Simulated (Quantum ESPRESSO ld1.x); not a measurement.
The numbers below are computed, except where a source is named.
Species: Se II. Configuration: [Ar] 3d10 4s2 4p3 (the NIST ground configuration). Level of theory: scalar-relativistic Kohn-Sham, LDA (Slater exchange, Perdew-Zunger correlation), spin-polarised, spherical densities, point nucleus; open shells are filled with parallel spins first (ld1.x of Quantum ESPRESSO 7.5).

X-ray form factor f0, the Fourier transform of the density (f0(0) = 33):

| sin(theta)/lambda (1/angstrom) | f0 (electrons) |
|---|---|
| 0.05 | 32.452 |
| 0.1 | 30.994 |
| 0.15 | 29.042 |
| 0.2 | 26.990 |
| 0.25 | 25.061 |
| 0.3 | 23.318 |
| 0.4 | 20.286 |
| 0.5 | 17.620 |
| 0.6 | 15.223 |
| 0.8 | 11.366 |
| 1 | 8.832 |
| 1.25 | 7.047 |
| 1.5 | 6.062 |
| 2 | 4.764 |
